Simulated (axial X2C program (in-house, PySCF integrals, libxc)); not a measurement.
Photoelectron levels of CsCl by EOM-IP-CCSD

Computed with an axial X2C code built on PySCF integrals: two-component X2C with atomic mean-field Coulomb and Gaunt terms, Gaussian nuclei, basis Cs dyall-cv3z, Cl dyall-av3z with contracted cores.

R = 3.167 Å (1.090 times 2.906 Å, the PBE0 minimum at charge 0 for the lowest determinant).

Vertical ionisation energies of CsCl to the states of CsCl⁺:

| Ω of CsCl⁺ | vertical IE (eV) | above lowest (cm⁻¹) | ionised spinor | one-hole weight |
| --- | --- | --- | --- | --- |
| 3/2 | 8.126 | 0 | 97% Cl pπ | 0.94 |
| 1/2 | 8.179 | 430 | 83% Cl pπ, 13% Cl pσ | 0.94 |
| 1/2 | 8.310 | 1492 | 78% Cl pσ, 14% Cl pπ | 0.94 |
| 1/2 | 17.671 | 76991 | 70% Cs pσ, 25% Cs pπ | 0.95 |
| 3/2 | 17.905 | 78874 | 100% Cs pπ | 0.96 |
| 1/2 | 19.409 | 91005 | 74% Cs pπ, 20% Cs pσ | 0.94 |

Question: What is the splitting of the first π pair in the table, and is it regular or inverted?

Answer: E(3/2) − E(1/2) = 0 − 430 = -430 cm⁻¹ at EOM-IP-CCSD: inverted, Ω = 3/2 lower. Splittings at this level can be off by ten to twenty per cent.

This point took 11 s on 1 thread of Arm Neoverse V1 (shared host).

Reference electrons by ω block (each with its −ω partner): 1/2: 24, 3/2: 10, 5/2: 2. 16 electrons of CsCl correlated (inner shells frozen), 88 natural virtual spinors (a truncated set); levels can be off by some tenths of an eV. Roots sought by Ω: (1/2: 4, 3/2: 3, 5/2: 1); the list ends where they run out and leaves out roots under 60 % one-particle weight. The solver can skip a root, and states that need a further excitation, which the method places far too high, are missing though they may lie low or lowest. T1 of the reference 0.004 (Lee–Taylor). Number of frozen shells: Cs 4 s, 3 p, 2 d; Cl 2 s, 1 p.
